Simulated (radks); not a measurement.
Excited configurations of the zirconium ion Zr+: one electron is placed in a higher orbital outside [Kr] 4d2. The ground configuration is [Kr] 4d2 5s1. Method: Dirac Kohn-Sham, PBE, spin-unpolarised, spherical densities, point nucleus; open shells fill j = l - 1/2 first; computed with a radial shooting solver on a logarithmic mesh with Libxc functionals. Excitation = E - E(ground); binding = E(ion) - E, where the ion is the core of charge +2; n* = 2/sqrt(2 binding) in atomic units, and the quantum defect is n - n*.

4f5/2: excitation (eV) 9.355; binding (eV) 3.568; n* 3.906; quantum defect 0.094; <r> (bohr) 8.432
5p1/2: excitation (eV) 3.598; binding (eV) 9.325; n* 2.416; quantum defect 2.584; <r> (bohr) 4.191
5f5/2: excitation (eV) 10.485; binding (eV) 2.439; n* 4.724; quantum defect 0.276; <r> (bohr) 14.30
6s1/2: excitation (eV) 7.082; binding (eV) 5.841; n* 3.052; quantum defect 2.948; <r> (bohr) 7.273
6p1/2: excitation (eV) 8.185; binding (eV) 4.738; n* 3.389; quantum defect 2.611; <r> (bohr) 8.550
6d3/2: excitation (eV) 9.786; binding (eV) 3.137; n* 4.165; quantum defect 1.835; <r> (bohr) 12.18
7s1/2: excitation (eV) 9.516; binding (eV) 3.407; n* 3.997; quantum defect 3.003; <r> (bohr) 12.47
7p1/2: excitation (eV) 10.026; binding (eV) 2.897; n* 4.334; quantum defect 2.666; <r> (bohr) 14.24
7d3/2: excitation (eV) 10.817; binding (eV) 2.106; n* 5.084; quantum defect 1.916; <r> (bohr) 18.92

The Delta-SCF ionisation energy is 12.923 eV (NIST Atomic Spectra Database: 13.130 eV, measured). Self-interaction in the functional shifts the binding energies and quantum defects, so they are the method's values and not measured ones. Spin polarisation and multiplet splitting are left out, so open shells lie too high by an amount that depends on their filling.

Beside tabulated values, note that spin-unpolarised runs miss the spin-polarisation part of the exchange energy of open shells.
